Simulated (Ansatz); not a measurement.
thionyl fluoride (F₂OS), singlet, at a GFN2-xTB geometry; B2GP-PLYP/cc-pVDZ (Ansatz, a first-principles code).

Here is a job for Ansatz.
Ansatz 0.2 input:
```yaml
crystal:
  periodic: [false, false, false]
  atoms:
    - {symbol: O, position_ang: [1.36431422, -0.14953623, -0.37776966]}
    - {symbol: S, position_ang: [0.20253837, -0.00630885, 0.40783444]}
    - {symbol: F, position_ang: [-0.66691673, 1.26541662, -0.23549748]}
    - {symbol: F, position_ang: [-0.90587522, -1.12127979, -0.15374626]}
basis:
  gaussian:
    orbitals: cc-pVDZ
hamiltonian:
  xc: {name: B2GP-PLYP}
```

It wrote (shortened):

```
Functional definition: B2GP-PLYP
582 factors; integrals over basis functions are off by at most 9.8e-4 eV
mean field evaluation 1: about -18288.8208 eV, gradient 5.4e1 eV
mean field evaluation 2: about -18289.1320 eV, gradient 5.4e1 eV
mean field evaluation 4: about -18294.2362 eV, gradient 6.8e0 eV
mean field evaluation 8: about -18294.3503 eV, gradient 6.8e-1 eV
mean field evaluation 16: about -18294.3515 eV, gradient 1.0e-4 eV
mean field -18294.35152318 eV, -672.3050181199 hartree, gradient 1.8e-6 eV, S^2 0.000000; 0 other end points of the search recorded, 0 dependent functions left out
8 core orbitals not correlated
reference -18294.35157833 eV, -672.3050201468 hartree; 13, 13 occupied and 39, 39 virtual orbitals, 582 factors
second order -22.51683703 eV of doubles, -0.00000000 eV of singles
Total energy: -18302.45763966 eV, -672.6029124062 hartree
```
